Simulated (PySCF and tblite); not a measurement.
Results of a calculation; reference values are marked as such.
System: C₄H₂FN₃, numbered as in [N:1]#[C:2][c:3]1[cH:4][n:5][nH:6][c:7]1[F:8].

Motion: shift of H on N6 from N6 to N5. GFN2-xTB gives an electronic barrier of 45.9 kcal/mol and a reaction energy of -1.1 kcal/mol.

Tunnelling of the moving H, left out here, will speed the real process. In real samples such hydrogens mostly exchange between molecules or through solvent, far faster than by this path.

revPBE/pcSseg-1 + D3(BJ), IEF-PCM dimethylsulfoxide on PBE0-D3(BJ)/def2-SVP geometries gives 49.2 kcal/mol and k(298 K) = 1.3×10⁻²⁰ s⁻¹.

(1) What does BLYP/pcSseg-1 + D3(BJ), IEF-PCM dimethylsulfoxide give on PBE0-D3(BJ)/def2-SVP geometries?

Programs: tblite and PySCF.

Results:

(1) A barrier of 50.0 kcal/mol, 0.8 above the first DFT barrier (from unrounded values), a reaction energy of -4.1 kcal/mol and, with GFN2-xTB thermal terms, ΔG‡(298 K) = 45.8 kcal/mol and k = 3.2×10⁻²¹ s⁻¹ (2 equivalent paths).
